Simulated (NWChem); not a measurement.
System: C2H3FN2Si; SMILES N#C/N=C\[SiH2]F

Excerpt of the output:

```
             Northwest Computational Chemistry Package (NWChem) 7.3.0
             --------------------------------------------------------

                             Geometry "geometry" -> ""
                             -------------------------

 Output coordinates in angstroms (scale by  1.889725989 to convert to a.u.)

  No.       Tag          Charge          X              Y              Z
 ---- ---------------- ---------- -------------- -------------- --------------
    1 N                    7.0000     0.95801300     2.70091700    -0.00077100
    2 C                    6.0000     0.02921700     1.99152200    -0.00036100
    3 N                    7.0000    -1.11027400     1.27766400    -0.00009200
    4 C                    6.0000    -1.05780100    -0.01207600     0.00037100
    5 Si                  14.0000     0.51333200    -1.09665200     0.00058000
    6 F                    9.0000    -0.02006800    -2.61916900    -0.00286500
    7 H                    1.0000    -2.03657300    -0.50354100     0.00063800
    8 H                    1.0000     1.29160900    -0.83617800     1.23227900
    9 H                    1.0000     1.29507600    -0.83161600    -1.22790700

 Effective nuclear repulsion energy (a.u.)     252.8689806563

                                 NWChem DFT Module
                                 -----------------

 Summary of "ao basis" -> "ao basis" (spherical)
 ------------------------------------------------------------------------------
       Tag                 Description            Shells   Functions and Types
 ---------------- ------------------------------  ------  ---------------------
 N                           6-31g*                  6       14   3s2p1d
 C                           6-31g*                  6       14   3s2p1d
 Si                          6-31g*                  8       18   4s3p1d
 F                           6-31g*                  6       14   3s2p1d
 H                           6-31g*                  2        2   2s

 in cosmo_initialize ...
 calling solv_data for solv:toluene

 solvent parameters
 solvname_short: toluene
 solvname_long:  toluene
 dielec:        2.3741
 dielecinf:     2.2383
 nonaqueous SMD model solvent descriptors
 dielec:        2.3741
 sola:          0.0000
 solb:          0.1400
 solc:          0.8570
 solg:         40.2000
 solh:          0.0000
 soln:          1.4961

[...]

                                COSMO-SMD solvation results
                                ---------------------------

             internal energy in gas <Psi(g)|H|Psi(g)> =      -576.845515502809
         internal energy in solvent <Psi(s)|H|Psi(s)> =      -576.844760055804
                               delta internal energy  =         0.000755447006 (    0.47 kcal/mol)
   total free energy in solvent <Psi(s)|H+V/2|Psi(s)> =      -576.851705128861
 polarization energy contribution <Psi(s)|V/2|Psi(s)> =        -0.006945073057 (   -4.36 kcal/mol)
    total free energy in solvent including G(SMD-CDS) =      -576.853020163650
                       G(SMD-CDS) energy contribution =        -0.001315034790 (   -0.83 kcal/mol)
     1 M fixed-concentration free energy of solvation =        -0.007504660841 (   -4.71 kcal/mol)

                       DFT Final Molecular Orbital Analysis
                       ------------------------------------

 Vector   24  Occ=2.000000D+00  E=-3.590060D-01
              MO Center=  2.2D-01,  1.4D+00,  1.1D-03, r^2= 3.7D+00
   Bfn.  Coefficient  Atom+Function         Bfn.  Coefficient  Atom+Function
  ----- ------------  ---------------      ----- ------------  ---------------
    18     -0.335567  2 C  py                 3      0.318616  1 N  px
    45     -0.254432  4 C  px                 4     -0.194185  1 N  py
     7      0.189614  1 N  px                48     -0.184023  4 C  s
    63      0.166560  5 Si px                90      0.127592  7 H  s
    49     -0.126065  4 C  px                89      0.126478  7 H  s

 Vector   25  Occ=2.000000D+00  E=-3.205470D-01
              MO Center=  6.2D-02,  1.6D+00, -1.4D-04, r^2= 3.1D+00
   Bfn.  Coefficient  Atom+Function         Bfn.  Coefficient  Atom+Function
  ----- ------------  ---------------      ----- ------------  ---------------
     5      0.398122  1 N  pz                47     -0.275076  4 C  pz
    19      0.273050  2 C  pz                33     -0.261614  3 N  pz
     9      0.249927  1 N  pz                37     -0.184377  3 N  pz
    51     -0.184875  4 C  pz                23      0.155628  2 C  pz
    92      0.098172  8 H  s                 94     -0.098224  9 H  s

 Vector   26  Occ=2.000000D+00  E=-2.866535D-01
              MO Center= -5.2D-01,  1.2D+00, -1.1D-04, r^2= 3.5D+00
   Bfn.  Coefficient  Atom+Function         Bfn.  Coefficient  Atom+Function
  ----- ------------  ---------------      ----- ------------  ---------------
    31      0.358998  3 N  px                 4      0.270748  1 N  py
    35      0.260147  3 N  px                32     -0.218592  3 N  py
    34     -0.213262  3 N  s                 63      0.211142  5 Si px
     8      0.188586  1 N  py                45     -0.182882  4 C  px
    36     -0.177991  3 N  py                17     -0.167095  2 C  px

 Vector   27  Occ=0.000000D+00  E=-9.905066D-02
              MO Center= -6.0D-01,  6.3D-01,  7.8D-05, r^2= 3.1D+00
   Bfn.  Coefficient  Atom+Function         Bfn.  Coefficient  Atom+Function
  ----- ------------  ---------------      ----- ------------  ---------------
    51      0.467065  4 C  pz                47      0.433348  4 C  pz
    37     -0.360695  3 N  pz                33     -0.337860  3 N  pz
     5      0.249583  1 N  pz                 9      0.235632  1 N  pz
    92     -0.209360  8 H  s                 94      0.208945  9 H  s
    69      0.178094  5 Si pz                19     -0.126666  2 C  pz

[...]
```

Level: B3LYP/6-31G* (spherical d), SMD on the gas-phase geometry. Geometry: optimised at B3LYP/6-31G* (spherical d). B3LYP is NWChem's, with the RPA form of VWN correlation. Solvent: toluene.

Write an input that gives this output.

Several could match; the one computed here: the input that was run:
```
start job
memory heap 200 mb stack 900 mb global 1100 mb
geometry units angstroms noautosym nocenter noautoz
  N      0.958013     2.700917    -0.000771
  C      0.029217     1.991522    -0.000361
  N     -1.110274     1.277664    -0.000092
  C     -1.057801    -0.012076     0.000371
  Si     0.513332    -1.096652     0.000580
  F     -0.020068    -2.619169    -0.002865
  H     -2.036573    -0.503541     0.000638
  H      1.291609    -0.836178     1.232279
  H      1.295076    -0.831616    -1.227907
end
basis spherical
  * library 6-31g*
end
dft
  xc b3lyp
  iterations 150
end
cosmo
  do_cosmo_smd true
  solvent toluene
end
task dft energy
```
